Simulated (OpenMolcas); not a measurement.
**Re4+: moving the ligands**

Re4+ with 6 ligands (fluoride) in tetragonal octahedral coordination (D4h) at 1.94 Å, the axial distance 2.018 Å. A charge of +0.333 e stands 2.6 Å behind each ligand. Ligand basis ANO-RCC-VDZP.

```json
{
  "Program": "OpenMolcas 26.06",
  "Method": "SS-CASPT2, IPEA 0.25 Eh, imaginary shift 0.1 Eh (closed shells correlated: 5s 5p and the ligand valence shells)",
  "Basis": "ANO-RCC-VDZP [7s6p4d2f1g]",
  "Scalar Hamiltonian": "DKH2, point nucleus",
  "Active space": "3 electrons in 5 orbitals (5d)",
  "State averaging": "2S+1 = 4 even, 10 roots; 2S+1 = 2 even, 40 roots",
  "Spin-orbit coupling": "RASSI with atomic mean-field integrals over the reference wave functions"
}
```

Runs around this geometry, states (labels of D4, the rotations of D4h). Energies in cm-1 above the lowest state or level, χT in cm3 K/mol.

```tsv
R (Å)	Axial / equatorial distance	Ground state	First state of that spin	First gap with spin-orbit (degeneracies)	χT at 300 K	First state of another spin
1.91	1.04	2S+1 = 4	4E 34150	57 (2, 2)	1.379	2E 11740
1.94	1.04	2S+1 = 4	4E 32220	57 (2, 2)	1.351	2E 11800
1.94	1.092	2S+1 = 4	4E 27200	140 (2, 2)	1.283	2E 11300
```

Taking the first state of the same spin as R^-n, n = -ln(32220 / 34150) / ln(1.94 / 1.91) = 3.7 between the shortest and longest distance.

Over all roots computed the reference weight is 0.71 to 0.72 in R = 1.91 in ratio = 1.04, 0.70 to 0.71 in R = 1.94 in ratio = 1.04, 0.70 to 0.71 in R = 1.94 in ratio = 1.092; a low but even weight reflects the number of correlated electrons. Ligand-to-metal charge-transfer states are missing. With no ligand orbital active B as a rule stays too high, so bands that hang on it stand too high and its fall with covalency is understated. With one d shell and no ligand orbital active, 10Dq can be off by a tenth or more. The least metal-like active orbital is 75 % on the metal (Löwdin) and no ligand orbital is active, so the numbers are rough (holds for R = 1.91, ratio = 1.04). The least metal-like active orbital is 76 % on the metal (Löwdin) and no ligand orbital is active, so the numbers are rough (holds for R = 1.94, ratio = 1.04; R = 1.94, ratio = 1.092). No measured value stands beside these numbers; the geometry was imposed, not optimised, and the real ion may take another.

A state without a sure symmetry label is named by its multiplicity alone.
